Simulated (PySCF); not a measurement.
FeCl3 (sextet state).
Bonds: Fe1–Cl2, Fe1–Cl3, Fe1–Cl4.

Method: PBE0-D3(BJ)/def2-SVP geometry optimisation, gas phase (PySCF).

(1) Give the optimised bond lengths and angles.

## Answers

(1) 
| bond | length (pm) |
| --- | --- |
| Fe1–Cl2, Fe1–Cl3, Fe1–Cl4 | 214.1 |

Bonds in one row agree within 1 pm and their mean is given. A selection of angles:
| angle | degrees |
| --- | --- |
| Cl2–Fe1–Cl3 | 119.4 |
| Cl3–Fe1–Cl4 | 120.6 |

The 4 heavy atoms lie in one plane (0.001 Å rms). All 3 Cl–Fe bonds measure 2.140 to 2.142 Å. Fe1 (iron bonded to 3 Cl) is planar (angles 120.6°, 120.0° and 119.4°, sum 360.0°, 0.00 Å off the plane of its three neighbours).

Point group: D3h (tolerance 0.08 Å). No PBE0-D3(BJ)/def2-SVP frequencies stand behind this structure, so it isn't proved a minimum. ⟨S²⟩ = 8.760 (exact for a sextet: 8.75).

The run took 68 s of wall time on x86-64 server, one thread, no GPU, shared host. These figures are those of the optimisation.

For an open-shell metal species like this, the optimisation's SCF solution wasn't tested for stability and no frequencies at its level were run, so a lower state or another shape may exist.
